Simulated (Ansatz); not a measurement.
Job for Ansatz (an electronic-structure program): R-wB97M-V/def2-TZVPPD on HI (SMILES I) with ghost functions, monomers drawn apart or pushed together. Elements past Kr take the def2 small-core potentials; no spin–orbit coupling. Files ending in .json are basis or fitting sets from the Basis Set Exchange.

Ansatz 0.2 input:
```yaml
crystal:
  periodic: [false, false, false]
  atoms:
    - {symbol: I, position_ang: [-0.25738566, -0.61438050, 4.72563672]}
    - {symbol: H, position_ang: [0.50100285, 0.76066847, 4.34778956]}
basis:
  gaussian:
    orbitals: def2-TZVPPD.json
    ghost_atoms:
      - {symbol: Ge, position_ang: [0.07552908, 0.15567178, -0.01274647]}
      - {symbol: H, position_ang: [1.46085800, 0.06768971, 0.64440635]}
      - {symbol: H, position_ang: [-0.64646337, -1.19085611, 0.12507569]}
      - {symbol: H, position_ang: [0.23999343, 0.50411443, -1.50079458]}
      - {symbol: H, position_ang: [-0.74507799, 1.25432418, 0.67872790]}
hamiltonian:
  xc: {name: wB97M-V}
scf: {lower_state_search: off}
```

Program output:

```
Functional definition: wB97M-V
[...]
these checks for a lower state are left out or cut short: stability, starts, cluster_reference, orbital_swaps, neighbouring_geometries, increment
integrals: 0.15 GiB planned
1078 factors; their error is unknown
integrals: 0.18 GiB planned
303 factors; integrals over basis functions are off by at most 6.5e-5 eV
mean field: 1.06 GiB planned
mean field evaluation 1: about -8116.3454 eV, gradient 6.9e0 eV
mean field evaluation 2: about -8116.5149 eV, gradient 5.4e0 eV
mean field evaluation 4: about -8116.5677 eV, gradient 2.5e-1 eV
mean field evaluation 8: about -8116.7109 eV, gradient 8.1e-2 eV
mean field evaluation 16: about -8116.7109 eV, gradient 3.0e-6 eV
mean field -8116.71090059 eV, -298.2836238924 hartree, gradient 3.0e-6 eV, S^2 0.000000; 0 other end points of the search recorded, 0 dependent functions left out
reference -8116.71095074 eV, -298.2836257354 hartree; 13, 13 occupied and 185, 185 virtual orbitals, 1078 factors
Total energy: -8116.71095074 eV, -298.2836257354 hartree
Checks for a lower state left out: stability, starts, cluster_reference, orbital_swaps, neighbouring_geometries, increment
```

Self-consistency was reached.

Cost: roughly 7 core-seconds.
